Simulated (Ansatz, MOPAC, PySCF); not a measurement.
Dimer: H2O (SMILES O) (first 3 atoms) with CH6Si (SMILES C[SiH3]); geometry from B3LYP-D3(BJ)/def2-TZVP, rigid monomers moved along the line of their centres of mass till O1···Si5 is 3.05 Å.
(charge 0, multiplicity 1):
```tsv
atom	x (Å)	y (Å)	z (Å)
O	0.1512	0.7103	-0.1305
H	-0.5964	1.2429	0.1619
H	-0.1945	-0.1867	-0.1949
C	1.2829	0.2328	2.8403
Si	-0.5225	-0.2326	2.6921
H	1.4230	1.0145	3.5892
H	1.6483	0.5999	1.8807
H	1.8840	-0.6290	3.1358
H	-1.0579	-0.7373	3.9809
H	-0.7212	-1.2977	1.6755
H	-1.3476	0.9347	2.2882
```

Interaction energies are E(AB) − E(A) − E(B) at the monomers' geometry in the complex; basis-set methods are counterpoise corrected.

Rows in 6-31G* carry no dispersion term and start afresh at each structure (6-31G* with six Cartesian d functions). The state that PM3 reach isn't checked.

Programs: Ansatz (Gaussian basis) for Hartree–Fock, density functionals and correlated methods; MOPAC for PM3 (differences of heats of formation); PySCF for 6-31G* rows. Values without a source in brackets are computed.

Question: What is the computed interaction energy (PM3)?

Answer: 22 meV

Question: Predict the interaction energy from B3LYP/6-31G*.

Answer: 63 meV

Question: What interaction energy does B3LYP/def2-TZVPPD give?

Answer: 48 meV

Ansatz is a program for electronic structure.
